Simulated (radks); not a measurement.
The numbers below are computed, except where a source is named.
Coulomb parameter of the 4d shell of neutral ruthenium in the model configuration [Kr] 4d7 5s1, as a second difference U = [E(n + 0.5) + E(n - 0.5) - 2 E(n)] / (0.5)^2 with all orbitals relaxed. "Bare": the charge of the atom changes with n. "Screened": the 5s shell takes up the change at fixed total charge, which measures U(4d,4d) + U(5s,5s) - 2 U(4d,5s). Level of theory: scalar-relativistic Kohn-Sham, BLYP, spin-unpolarised, spherical densities, finite nucleus; Fermi nuclear charge, rms radius 4.4809 fm (a radial shooting solver on a logarithmic mesh with Libxc functionals).

[
 {"case": "start", "configuration": "[Kr] 4d7 5s1", "E - E(n) (eV)": "0.000"},
 {"case": "bare +0.5", "configuration": "[Kr] 4d7.5 5s1", "E - E(n) (eV)": "-1.491"},
 {"case": "bare -0.5", "configuration": "[Kr] 4d6.5 5s1", "E - E(n) (eV)": "3.719"},
 {"case": "screened +0.5", "configuration": "[Kr] 4d7.5 5s0.5", "E - E(n) (eV)": "-0.260"},
 {"case": "screened -0.5", "configuration": "[Kr] 4d6.5 5s1.5", "E - E(n) (eV)": "0.603"}
]

U(bare) = 8.914 eV, U(screened by 5s) = 1.373 eV, against the Slater integral F0(4d,4d) = 14.677 eV with frozen orbitals. The step up makes a negative ion, whose loosely bound charge lowers the bare value.
